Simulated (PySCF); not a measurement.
GeH7NSi.
Bonds: N1–Si2, Si2–Ge3. Hydrogens: H4, H5 on N1; H6, H7 on Si2; H8, H9, H10 on Ge3.

Theory: PBE0-D3(BJ)/def2-SVP geometry optimisation, gas phase (PySCF).

(1) List the bond lengths and angles at this level.

Answers

(1) 
```tsv
bond	length (Å)	order
N1–Si2	1.736	single
Si2–Ge3	2.380	single
N1–H4, N1–H5	1.014	single
Si2–H6	1.505	single
Si2–H7	1.495	single
Ge3–H8, Ge3–H9, Ge3–H10	1.542	single
```

Bonds in one row agree within 0.01 Å and their mean is given. Orders are formal, as drawn. A selection of angles:
```tsv
angle	degrees
Si2–N1–H4	119.4
H4–N1–H5	110.3
N1–Si2–Ge3	107.4
N1–Si2–H6	116.3
N1–Si2–H7	108.0
Ge3–Si2–H6	107.9
Ge3–Si2–H7	110.7
H6–Si2–H7	106.5
Si2–Ge3–H8	111.2
Si2–Ge3–H9	110.1
H8–Ge3–H9	107.8
```

Si2 (SiH2 silicon) is distorted tetrahedral (angles from 106.5° to 116.3°). Ge3 (germanium bonded to Si and 3 H) is tetrahedral (angles from 107.7° to 111.4°). N1 (silicon-bound nitrogen) has angles 119.4°, 118.8° and 110.3°, sum 348.4°, 0.24 Å off the plane of its three neighbours.

No PBE0-D3(BJ)/def2-SVP frequencies stand behind this structure, so it isn't proved a minimum. One conformer, not necessarily the lowest (H–N1–Si2–Ge3 172° and -48°).
